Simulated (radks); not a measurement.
Problem. Valence configurations of Ho I (all share [Xe]). Method: scalar-relativistic Kohn-Sham, PBE, spin-polarised, spherical densities, point nucleus; open shells are filled with parallel spins first (spin-orbit coupling, left out, can overturn this in heavy ions); computed with a radial shooting solver on a logarithmic mesh with Libxc functionals. Order these by energy: 4f11 5d1 6s1; 4f10 5d0.5 6s2 6p0.5; 4f11 6s1.5 6p0.5; 4f10 6s2 6p1; 4f11 6p2; 4f11 6s2; 4f10 5d1 6s2; 4f9.5 5d0.5 6s2 6p1; 4f10.5 6s2 6p0.5.

Solution. From the lowest, in eV above it: 4f11 6s2 0.000; 4f11 6s1.5 6p0.5 1.184; 4f10.5 6s2 6p0.5 1.250; 4f11 5d1 6s1 2.206; 4f10 5d1 6s2 2.820; 4f10 5d0.5 6s2 6p0.5 3.477; 4f10 6s2 6p1 4.388; 4f11 6p2 5.122; 4f9.5 5d0.5 6s2 6p1 8.070. NIST lists [Xe] 4f11 6s2 as the ground configuration; this level of theory agrees among the configurations tried. The energies are those of spherical high-spin densities, not of single terms. No valid solution was reached for [Xe] 4f13.
